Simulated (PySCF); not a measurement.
Br$_{3}$Sb, quintet, at a GFN2-xTB geometry of the parent state (a higher spin typed on purpose: for a closed-shell molecule this is an excited state) (core potentials on Sb); DF-HF/def2-SVP (PySCF).

Input for PySCF:
```python
from pyscf import gto, scf

mol = gto.M(
    atom='''
Sb   -0.004140   -0.010644    0.885161
Br    0.534811   -2.115639   -0.452946
Br    1.572372    1.526862   -0.404293
Br   -2.101151    0.604288   -0.432567
''',
    basis='def2-svp',
    ecp={'Sb': 'def2-svp'},
    charge=0,
    spin=4,
    verbose=4,
)

mf = scf.UHF(mol)
mf = mf.density_fit(auxbasis='def2-universal-jkfit')
mf.kernel()
```

Output, abridged:

```
PySCF version 2.14.0

[INPUT] verbose = 4
[INPUT] num. atoms = 4
[INPUT] num. electrons = 128
[INPUT] charge = 0
[INPUT] spin (= nelec alpha-beta = 2S) = 4
[INPUT] symmetry False subgroup None
[INPUT] Mole.unit = angstrom
[INPUT] Symbol           X                Y                Z      unit          X                Y                Z       unit  Magmom
[...]
nuclear repulsion = 1014.22730197709
number of shells = 46
number of NR pGTOs = 283
number of NR cGTOs = 122
basis = def2-svp
ecp = {'Sb': 'def2-svp'}

******** <class 'pyscf.df.df_jk.DFUHF'> ********
method = DFUHF
initial guess = minao
damping factor = 0
level_shift factor = 0
DIIS = <class 'pyscf.scf.diis.CDIIS'>
diis_start_cycle = 1
diis_space = 8
diis_damp = 0
SCF conv_tol = 1e-09
SCF conv_tol_grad = None
SCF max_cycles = 50
direct_scf = False
number electrons alpha = 66  beta = 62
Set gradient conv threshold to 3.16228e-05
******** <class 'pyscf.df.df.DF'> ********
auxbasis = def2-universal-jkfit
init E= -7926.5633751343

cycle= 1 E= -7953.85697753102  delta_E= -27.3  |g|= 1.57  |ddm|= 6.88

cycle= 2 E= -7954.63174776501  delta_E= -0.775  |g|= 1.13  |ddm|= 4.47
cycle= 3 E= -7955.34765535689  delta_E= -0.716  |g|= 0.135  |ddm|= 1.77
cycle= 4 E= -7955.3675053024  delta_E= -0.0198  |g|= 0.0552  |ddm|= 0.33
cycle= 5 E= -7955.37347330215  delta_E= -0.00597  |g|= 0.0322  |ddm|= 0.152
cycle= 6 E= -7955.37908015005  delta_E= -0.00561  |g|= 0.0278  |ddm|= 0.166
cycle= 7 E= -7955.38300169016  delta_E= -0.00392  |g|= 0.0234  |ddm|= 0.134
cycle= 8 E= -7955.38825739079  delta_E= -0.00526  |g|= 0.016  |ddm|= 0.234
cycle= 9 E= -7955.39026045918  delta_E= -0.002  |g|= 0.0125  |ddm|= 0.139
cycle= 10 E= -7955.39162012851  delta_E= -0.00136  |g|= 0.00826  |ddm|= 0.15
cycle= 11 E= -7955.39212517152  delta_E= -0.000505  |g|= 0.00767  |ddm|= 0.0818
cycle= 12 E= -7955.39276583796  delta_E= -0.000641  |g|= 0.00434  |ddm|= 0.149
cycle= 13 E= -7955.39297682992  delta_E= -0.000211  |g|= 0.00295  |ddm|= 0.0796
cycle= 14 E= -7955.39306027479  delta_E= -8.34e-05  |g|= 0.00227  |ddm|= 0.0419
cycle= 15 E= -7955.39312305895  delta_E= -6.28e-05  |g|= 0.00152  |ddm|= 0.0505
cycle= 16 E= -7955.39315314068  delta_E= -3.01e-05  |g|= 0.00116  |ddm|= 0.0303
cycle= 17 E= -7955.39316767234  delta_E= -1.45e-05  |g|= 0.00103  |ddm|= 0.0151
cycle= 18 E= -7955.39317895016  delta_E= -1.13e-05  |g|= 0.000961  |ddm|= 0.0114
cycle= 19 E= -7955.39319044548  delta_E= -1.15e-05  |g|= 0.000911  |ddm|= 0.0107
cycle= 20 E= -7955.39321517354  delta_E= -2.47e-05  |g|= 0.000805  |ddm|= 0.0248
cycle= 21 E= -7955.39324799221  delta_E= -3.28e-05  |g|= 0.000662  |ddm|= 0.0408
cycle= 22 E= -7955.39326791874  delta_E= -1.99e-05  |g|= 0.000531  |ddm|= 0.0334
cycle= 23 E= -7955.39327895235  delta_E= -1.1e-05  |g|= 0.000377  |ddm|= 0.0252
cycle= 24 E= -7955.39328715437  delta_E= -8.2e-06  |g|= 0.000285  |ddm|= 0.0338
cycle= 25 E= -7955.393288129  delta_E= -9.75e-07  |g|= 0.000199  |ddm|= 0.00573
cycle= 26 E= -7955.39328888376  delta_E= -7.55e-07  |g|= 0.000153  |ddm|= 0.00654
cycle= 27 E= -7955.39328922419  delta_E= -3.4e-07  |g|= 0.000118  |ddm|= 0.00381
cycle= 28 E= -7955.39328948006  delta_E= -2.56e-07  |g|= 8e-05  |ddm|= 0.00367
cycle= 29 E= -7955.39328958797  delta_E= -1.08e-07  |g|= 4.97e-05  |ddm|= 0.00262
cycle= 30 E= -7955.39328961195  delta_E= -2.4e-08  |g|= 3.69e-05  |ddm|= 0.00102
cycle= 31 E= -7955.39328962377  delta_E= -1.18e-08  |g|= 3.33e-05  |ddm|= 0.000455
cycle= 32 E= -7955.39328963659  delta_E= -1.28e-08  |g|= 3.08e-05  |ddm|= 0.000396
cycle= 33 E= -7955.39328964874  delta_E= -1.22e-08  |g|= 2.97e-05  |ddm|= 0.000442
cycle= 34 E= -7955.39328966199  delta_E= -1.32e-08  |g|= 2.91e-05  |ddm|= 0.000503
cycle= 35 E= -7955.39328967991  delta_E= -1.79e-08  |g|= 2.84e-05  |ddm|= 0.000698
cycle= 36 E= -7955.39328973154  delta_E= -5.16e-08  |g|= 2.67e-05  |ddm|= 0.00214
cycle= 37 E= -7955.39328979405  delta_E= -6.25e-08  |g|= 2.47e-05  |ddm|= 0.0028
cycle= 38 E= -7955.39328986027  delta_E= -6.62e-08  |g|= 2.26e-05  |ddm|= 0.00338
cycle= 39 E= -7955.39328992847  delta_E= -6.82e-08  |g|= 2e-05  |ddm|= 0.0041
cycle= 40 E= -7955.39328998462  delta_E= -5.62e-08  |g|= 1.69e-05  |ddm|= 0.00417
cycle= 41 E= -7955.39329003122  delta_E= -4.66e-08  |g|= 1.37e-05  |ddm|= 0.00469
cycle= 42 E= -7955.39329005607  delta_E= -2.49e-08  |g|= 1.06e-05  |ddm|= 0.0036
cycle= 43 E= -7955.39329007096  delta_E= -1.49e-08  |g|= 6.73e-06  |ddm|= 0.00352
cycle= 44 E= -7955.39329007436  delta_E= -3.4e-09  |g|= 4.67e-06  |ddm|= 0.00139
cycle= 45 E= -7955.39329007539  delta_E= -1.03e-09  |g|= 3.22e-06  |ddm|= 0.000642
cycle= 46 E= -7955.39329007577  delta_E= -3.89e-10  |g|= 2.39e-06  |ddm|= 0.000276
Extra cycle  E= -7955.3932900758  delta_E= -2.91e-11  |g|= 2.16e-06  |ddm|= 1.29e-05
converged SCF energy = -7955.3932900758  <S^2> = 6.0372792  2S+1 = 5.0148895
```
